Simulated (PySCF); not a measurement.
Si(F)(Br)(NH2)2 (BrFH4N2Si), SMILES N[Si](N)(F)Br.

The structure is a stationary point at ωB97X-D3(BJ)/def2-SVP. The structure was generated by enumeration, and PubChem lists no compound with its InChIKey, so it may never have been made. The values are those of a single conformer.

Computed with SMD-PBE0/6-31G* in PySCF.

Solvation free energies are E(SMD) − E(gas) at the gas-phase geometry, for 1 M in both phases. Bromine has the revised SMD18 radius of 2.60 Å. In vacuum the dipole moment is 2.89 D.

```tsv
solvent	ΔG(solv) (kcal/mol)	its non-electrostatic (CDS) part	dipole (D)
water	-6.4	3.1	3.54
1-octanol	[?]	[?]	[?]
benzene	-4.7	-0.4	3.20
```

Task: Some entries are withheld; supply them. (An estimate is asked for; the answer gives what the named calculation found.)

Result: 
- 1-octanol, ΔG(solv) (kcal/mol): -8.0
- 1-octanol, its non-electrostatic (CDS) part: 0.2
- 1-octanol, dipole (D): 3.46
